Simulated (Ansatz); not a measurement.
Basis-set extrapolation for `C#[C][AlH][CH3]` (PBE0-D4/def2-TZVP geometry, frozen core, the Gaussian-basis code of Ansatz). Multiplicity 1, RHF reference.

|  | cc-pV(T+d)Z | cc-pV(Q+d)Z |
| --- | --- | --- |
| HF | -358.438030 | -358.447880 |
| MP2 correlation | -0.556736 | -0.592041 |
| CCSD(T) correlation | -0.616931 | -0.647415 |

Energies in hartree. Use E(X) = E(∞) + A·exp(−5.46·√X) for Hartree–Fock and E(X) = E(∞) + B·X^(−3.05) for correlation, with X = 3 and 4.

Task: What is the CCSD(T) energy at the basis-set limit?

Result: HF limit: -358.447880 + (-0.009850) × 0.30130 = -358.45085. Correlation limit: -0.647415 + (-0.030484) × 0.71189 = -0.66912. Total: -359.11997 hartree, 170.7 kJ/mol below CCSD(T)/cc-pV(T+d)Z.
